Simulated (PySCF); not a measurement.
FNa, charge -1, doublet, at the geometry of the source list (a state made from the parent by changing its charge; the spin is typed, not shown lowest) (in this run its highest filled SCF level lies above zero, so its values depend strongly on the basis, on diffuse functions most of all); PBE0/aug-cc-pVDZ in PySCF.

Here is a job for PySCF.
```python
from pyscf import gto, scf, dft

mol = gto.Mole()
mol.atom = '''
    Na   -0.46820000   -0.38610000   -0.63250000
    F     0.46820000    0.38610000    0.63250000
'''
mol.basis = 'aug-cc-pvdz'
mol.charge = -1
mol.spin = 1
mol.verbose = 4
mol.build()

mf = dft.UKS(mol)
mf.xc = 'pbe0'
mf.kernel()
```

Problem. What does PySCF print? Leave out banner, timings and long lists.

Solution. 
```
PySCF version 2.14.0

[INPUT] verbose = 4
[INPUT] num. atoms = 2
[INPUT] num. electrons = 21
[INPUT] charge = -1
[INPUT] spin (= nelec alpha-beta = 2S) = 1
[INPUT] symmetry False subgroup None
[INPUT] Mole.unit = angstrom
[INPUT] Symbol           X                Y                Z      unit          X                Y                Z       unit  Magmom
[INPUT]  1 Na    -0.468200000000  -0.386100000000  -0.632500000000 AA   -0.884769771521  -0.729623256695  -1.195251773787 Bohr   0.0
[INPUT]  2 F      0.468200000000   0.386100000000   0.632500000000 AA    0.884769771521   0.729623256695   1.195251773787 Bohr   0.0

nuclear repulsion = 29.8833590169997
number of shells = 16
number of NR pGTOs = 85
number of NR cGTOs = 50
basis = aug-cc-pvdz
ecp = {}

******** <class 'pyscf.dft.uks.UKS'> ********
method = UKS
initial guess = minao
damping factor = 0
level_shift factor = 0
DIIS = <class 'pyscf.scf.diis.CDIIS'>
diis_start_cycle = 1
diis_space = 8
diis_damp = 0
SCF conv_tol = 1e-09
SCF conv_tol_grad = None
SCF max_cycles = 50
direct_scf = True
direct_scf_tol = 1e-13
number electrons alpha = 11  beta = 10
XC library pyscf.dft.libxc version 7.1.2
    S. Lehtola, C. Steigemann, M. J. T. Oliveira, and M. A. L. Marques,  SoftwareX 7, 1–5 (2018)
XC functionals = pbe0
    C. Adamo and V. Barone,  J. Chem. Phys. 110, 6158 (1999)
    M. Ernzerhof and G. E. Scuseria,  J. Chem. Phys. 110, 5029 (1999)
radial grids:
    Treutler-Ahlrichs [JCP 102, 346 (1995); DOI:10.1063/1.469408] (M4) radial grids

becke partition: Becke, JCP 88, 2547 (1988); DOI:10.1063/1.454033
pruning grids: <function nwchem_prune>
grids dens level: 3
symmetrized grids: False
atomic radii adjust function: <function treutler_atomic_radii_adjust>
small_rho_cutoff = 0
Set gradient conv threshold to 3.16228e-05
tot grids = 32368
init E= -261.810782305188

cycle= 1 E= -261.855194356218  delta_E= -0.0444  |g|= 0.562  |ddm|= 0.656
cycle= 2 E= -249.733392478625  delta_E= 12.1  |g|= 1.83  |ddm|= 5.42
cycle= 3 E= -261.821666017709  delta_E= -12.1  |g|= 0.633  |ddm|= 5.44
cycle= 4 E= -261.981322077546  delta_E= -0.16  |g|= 0.212  |ddm|= 0.494
cycle= 5 E= -262.001237672427  delta_E= -0.0199  |g|= 0.0187  |ddm|= 0.304
cycle= 6 E= -262.00176827813  delta_E= -0.000531  |g|= 0.00483  |ddm|= 0.152
cycle= 7 E= -262.001829642086  delta_E= -6.14e-05  |g|= 0.00101  |ddm|= 0.0529
cycle= 8 E= -262.001839209277  delta_E= -9.57e-06  |g|= 0.000171  |ddm|= 0.028
cycle= 9 E= -262.001839572478  delta_E= -3.63e-07  |g|= 3.53e-05  |ddm|= 0.00532
cycle= 10 E= -262.00183958794  delta_E= -1.55e-08  |g|= 1.08e-05  |ddm|= 0.00113
cycle= 11 E= -262.001839588173  delta_E= -2.33e-10  |g|= 8.92e-07  |ddm|= 0.000106
Extra cycle  E= -262.001839588175  delta_E= -1.48e-12  |g|= 1.24e-06  |ddm|= 1.07e-05
converged SCF energy = -262.001839588175  <S^2> = 0.75004949  2S+1 = 2.0000495
```
